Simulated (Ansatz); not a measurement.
```yaml
crystal:
  periodic: [false, false, false]
  atoms:
    - {symbol: Si, position_ang: [-0.280175, 1.309821, -0.751951]}
    - {symbol: N, position_ang: [-0.208553, -0.361170, -0.397954]}
    - {symbol: Si, position_ang: [0.370112, -1.087607, 1.037347]}
    - {symbol: Cu, position_ang: [-0.501521, -1.494037, -1.809403]}
    - {symbol: H, position_ang: [-1.476340, 1.632719, -1.585806]}
    - {symbol: H, position_ang: [-0.361555, 2.097424, 0.512978]}
    - {symbol: H, position_ang: [0.898429, 1.820830, -1.517289]}
    - {symbol: H, position_ang: [-0.403699, -2.321984, 1.365859]}
    - {symbol: H, position_ang: [1.802367, -1.511976, 0.969993]}
    - {symbol: H, position_ang: [0.244135, -0.135121, 2.179228]}
basis:
  gaussian: {orbitals: aug-cc-pVTZ}
hamiltonian: {xc: {name: PBE1PBE}, dispersion: d3bjatm}
accuracy: high
output: {forces: true}
```

```sh
$ ansatz run in.yaml --threads 4 --pin off --events-out ev --progress --plain --max-ram 10444MiB
```

Output, abridged:

```
Error: YAML parse error: error: line 16 column 19: hamiltonian.xc: no functional is named "PBE1PBE"; the names, which are not case-sensitive, are SVWN5, SPW92, PBE, PBE0, PBEsol, revPBE, revPBE0, RPBE, rPW86-PBE, HSE06, wPBEh, LC-wPBE, HISS, HF, BLYP, B3LYP, B3LYP5, BHLYP, CAM-B3LYP, r2SCAN, r2SCANh, r2SCAN0, r2SCAN50, m-r2SCAN, B97, wB97, wB97X, wB97X-V, B97M-V, wB97M-V, B2PLYP, B2GP-PLYP, PBE0-DH, PBE-QIDH
14 | basis:
15 |   gaussian: {orbitals: aug-cc-pVTZ}
16 | hamiltonian: {xc: {name: PBE1PBE}, dispersion: d3bjatm}
17 | accuracy: high
18 | output: {forces: true}
```

In this input the method's name isn't one that the program takes here. The program refused the input.
